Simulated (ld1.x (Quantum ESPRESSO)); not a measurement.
**scandium: one change to a TM potential, before and after**

```
Element                 : scandium (Sc)
Generator               : ld1.x (Quantum ESPRESSO) 7.5
Type                    : norm-conserving Troullier–Martins (Kleinman–Bylander form)
Functional              : BP86
Relativity              : scalar-relativistic
Frozen core             : [Ne]
Valence charge          : 11
Reference configuration : 3s2 3p6 3d1 4s2 4p0
Partial waves           : 3s (bound): rc 1.05 bohr; 3p (bound): rc 1.90 bohr; 3d (bound): rc 1.45 bohr
Local potential         : all-electron potential smoothed inside 1.20 bohr (lloc = -1)
Core correction         : none
```

Occupied shells without a wave of their own: 4s. They enter only through the test configuration that unscreens the potential.

Change: reference 3s2 3p6 3d0 4s0 4p0.

Cutoffs: the cutoffs (Ry, on a coarse ladder) from which the occupation-weighted sum of valence levels, in a spherical-Bessel basis at the reference potential, stays within 10 and 1 mRy of its value at 400 Ry; they do not see the model core or the augmentation charge, which bear on the density cutoff. Errors are all-electron minus pseudo energies relative to the spin-unpolarised reference configuration.

What does the change do?

The potential gets neither clearly harder nor softer (110 Ry and 180 Ry → 100 Ry and 180 Ry); the range in which the s phases agree narrows (upper end 0.8 → -1.4); the range in which the p phases agree narrows (upper end 2.1 → -0.1); neither file shows a bound ghost.

| quantity | base | changed |
| --- | --- | --- |
| cutoff, loose | 110 Ry | 100 Ry |
| cutoff, tight | 180 Ry | 180 Ry |
| bound ghosts | none | none |
| largest error over its own tests, meV | -262 | +105 |
| s: phases at 2.04 bohr within 0.05 rad from the reference energy up to (Ry; the scan ends near 5) | 0.8 | -1.4 |
| p: phases at 2.04 bohr within 0.05 rad from the reference energy up to (Ry; the scan ends near 5) | 2.1 | -0.1 |
| d: phases at 2.04 bohr within 0.05 rad from the reference energy up to (Ry; the scan ends near 5) | 3.3 | 1.1 |

Base: The 4s level has no wave, so the channel is fitted at the deeper level alone: the likely source of the large errors.
